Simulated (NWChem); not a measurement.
System meant: CH$_{7}$As$_{2}$Ga; SMILES [AsH2][Ga]([AsH2])[CH3]

Input file for NWChem:

```
start job
memory heap 200 mb stack 900 mb global 1100 mb
geometry units angstroms noautoz
  Ga    -0.619995     0.013937    -0.011267
  As     0.608566     2.112031     0.049981
  H      1.644348     1.566832     1.025446
  H     -0.274912     2.670429     1.160949
  As     0.617960    -2.080172    -0.014062
  H      1.711442    -1.521869    -0.916335
  H     -0.190206    -2.629144    -1.185373
  C     -2.593917     0.003220    -0.022128
  H     -2.990520    -0.815516    -0.640983
  H     -3.007041     0.958458    -0.377912
  H     -2.950752    -0.154856     1.009673
end
basis spherical
  * library def2-svp
end
dft
  xc b3lyp
  iterations 4
  mulliken
end
task dft energy
```

End of the output:

```
    Atom       Charge   Shell Charges
 -----------   ------   -------------------------------------------------------
    1 Ga  31    30.91   2.00  2.00  1.95  0.76  0.32  5.99  5.84  1.04  0.72  7.76  2.04  0.50
    2 As  33    32.92   2.00  2.00  1.95  1.00  0.53  5.99  5.80  1.65  1.88  7.81  2.04  0.27
    3 H    1     1.03   0.61  0.38  0.04
    4 H    1     1.03   0.61  0.38  0.04
    5 As  33    32.92   2.00  2.00  1.95  1.00  0.53  5.99  5.80  1.65  1.88  7.81  2.04  0.27
    6 H    1     1.03   0.61  0.38  0.04
    7 H    1     1.03   0.61  0.38  0.04
    8 C    6     6.24   1.96  0.58  0.34  1.86  1.45  0.05
    9 H    1     0.96   0.63  0.26  0.07
   10 H    1     0.96   0.63  0.26  0.07
   11 H    1     0.95   0.62  0.26  0.07

 center of mass
 --------------
 x =   0.10105146 y =   0.00019890 z =  -0.00119612

 moments of inertia (a.u.)
 ------------------
        2447.501431902882           0.000000000000           0.000000000000
           0.000000000000         719.916471715837           0.000000000000
           0.000000000000           0.000000000000        3125.488996229933

     Multipole analysis of the density
     ---------------------------------

     L   x y z        total         alpha         beta         nuclear
     -   - - -        -----         -----         ----         -------
     0   0 0 0     -0.000000    -55.000000    -55.000000    110.000000

     1   1 0 0     -0.427636     -0.213818     -0.213818      0.000000
     1   0 1 0      0.000897      0.000448      0.000448     -0.000000
     1   0 0 1      0.006665      0.003333      0.003333     -0.000000

     2   2 0 0    -45.977713   -218.618015   -218.618015    391.258316
     2   1 1 0     -0.001457      0.028081      0.028081     -0.057619
     2   1 0 1     -0.037167      0.247248      0.247248     -0.531663
     2   0 2 0    -50.280098   -580.329123   -580.329123   1110.378149
     2   0 1 1      1.577705     -7.948096     -7.948096     17.473897
     2   0 0 2    -45.416528    -32.984680    -32.984680     20.552831

 ------------------------------------------------------------------------
 dft energy failed                                                                                  0
 ------------------------------------------------------------------------
 ------------------------------------------------------------------------
  current input line :
    24: task dft energy
 ------------------------------------------------------------------------
 ------------------------------------------------------------------------
 This type of error is most commonly associated with calculations not reaching convergence criteria
 ------------------------------------------------------------------------
 For more information see the NWChem manual at https://nwchemgit.github.io

0:dft energy failed:Received an Error in Communication
```

Problem. Can this run be used? If not, why, and what is the fix?

Solution. Convergence was not reached. Cause: the SCF was allowed too few iterations. This input runs:
```
start job
memory heap 200 mb stack 900 mb global 1100 mb
geometry units angstroms noautoz
  Ga    -0.619995     0.013937    -0.011267
  As     0.608566     2.112031     0.049981
  H      1.644348     1.566832     1.025446
  H     -0.274912     2.670429     1.160949
  As     0.617960    -2.080172    -0.014062
  H      1.711442    -1.521869    -0.916335
  H     -0.190206    -2.629144    -1.185373
  C     -2.593917     0.003220    -0.022128
  H     -2.990520    -0.815516    -0.640983
  H     -3.007041     0.958458    -0.377912
  H     -2.950752    -0.154856     1.009673
end
basis spherical
  Ga library def2-svp
  As library def2-svp
  H library def2-svp
  C library def2-svp
end
dft
  xc b3lyp
  iterations 150
  mulliken
end
task dft energy
```
It converges to -6438.25822 Ha (B3LYP/def2-SVP).
